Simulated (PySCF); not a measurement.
Zn(H)(SeH) (H₂SeZn), SMILES [ZnH][SeH].

Geometry optimised at PBE0-D3(BJ)/def2-TZVP.

Method: PBE/def2-TZVPD run with PySCF.

Symmetry labels are those of the subgroup Cs that the program uses (full group Cs).

Computed valence orbital energies around the gap with their symmetry:
```
orbital  symmetry  energy (eV)
-------  --------  -----------
HOMO−7         A'       -12.12
HOMO−6         A"       -12.08
HOMO−5         A'       -12.08
HOMO−4         A"       -12.06
HOMO−3         A'        -9.43
HOMO−2         A'        -8.56
HOMO−1         A'        -7.07
HOMO           A"        -5.92
LUMO           A'        -1.64
LUMO+1         A'        -1.27
LUMO+2         A"        -1.24
LUMO+3         A'        -0.55
```
